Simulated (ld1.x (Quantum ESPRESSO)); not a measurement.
## What one change does to a pseudopotential (cobalt, TM)

* Element: cobalt
* Generator: ld1.x (Quantum ESPRESSO) 7.5
* Type: norm-conserving Troullier–Martins (Kleinman–Bylander form)
* Functional: PBE
* Relativity: non-relativistic
* Frozen core: [Ne]
* Valence charge: 17
* Reference configuration: 3s2 3p6 3d7 4s2 4p0
* Partial waves: 3p (bound): rc 1.35 bohr; 3d (bound): rc 1.30 bohr; 3s (bound): rc 0.85 bohr
* Local potential: the s channel
* Core correction: none

Occupied shells without a wave of their own: 4s. They enter only through the test configuration that unscreens the potential.

All-electron outer shells of the reference configuration (PBE, non-relativistic, ld1.x):

```tsv
shell	level (eV)	outermost node (bohr)	outermost maximum (bohr)
2p	-766.56	–	0.17
3s	-99.89	0.32	0.67
3p	-65.10	0.29	0.68
3d	-8.51	–	0.66
4s	-5.36	0.97	2.35
4p	-1.31	1.05	3.25
```

Change: local potential the p channel.

Cutoffs: the cutoffs (Ry, on a coarse ladder) from which the occupation-weighted sum of valence levels, in a spherical-Bessel basis at the reference potential, stays within 10 and 1 mRy of its value at 400 Ry; they do not see the model core or the augmentation charge, which bear on the density cutoff. Errors are all-electron minus pseudo energies relative to the spin-unpolarised reference configuration.

Predict the effect on cutoff, ghosts and configuration errors.

Of the 7 tests that both files solve, the error grows in 6 and shrinks in 0 by more than 15 % and 0.3 meV (median size 52.0 → 60.0 meV); neither file shows a bound ghost.

```csv
quantity,base,changed
"cutoff, loose",200 Ry,200 Ry
"cutoff, tight",over 300 Ry,over 300 Ry
bound ghosts,none,none
"largest miss of a reference level, eV",0.08,0.09
"error for 3s2 3p6 3d7 4s1 4p0, meV [ΔE 8.88 eV]",-101,-119
"error for 3s2 3p6 3d7 4s0 4p0, meV [ΔE 25.42 eV]",-259,-304
"error for 3s2 3p6 3d6 4s0 4p0, meV [ΔE 61.52 eV]",-404,-475
"error for 3s2 3p6 3d8 4s1 4p0, meV [ΔE -1.54 eV]",-52,-60
"error for 3s1 3p6 3d7 4s2 4p0, meV [ΔE 108.01 eV]",-43,-38
"error for 3s2 3p6 3d6 4s2 4p0, meV [ΔE 15.54 eV]",+13,+16
"error for 3s2 3p6 3d7 4s1.5 4p0, meV [ΔE 3.54 eV]",-44,-52
s: phases at 1.51 bohr within 0.05 rad from the reference energy up to (Ry; the scan ends near 5),1.7,1.4
p: phases at 1.51 bohr within 0.05 rad from the reference energy up to (Ry; the scan ends near 5),3.7,3.6
d: phases at 1.51 bohr within 0.05 rad from the reference energy up to (Ry; the scan ends near 5),4.7,4.7
```

Base: The 4s level has no wave, so the channel is fitted at the deeper level alone: the likely source of the large errors. Changed file: The 4s level has no wave, so the channel is fitted at the deeper level alone: the likely source of the large errors.
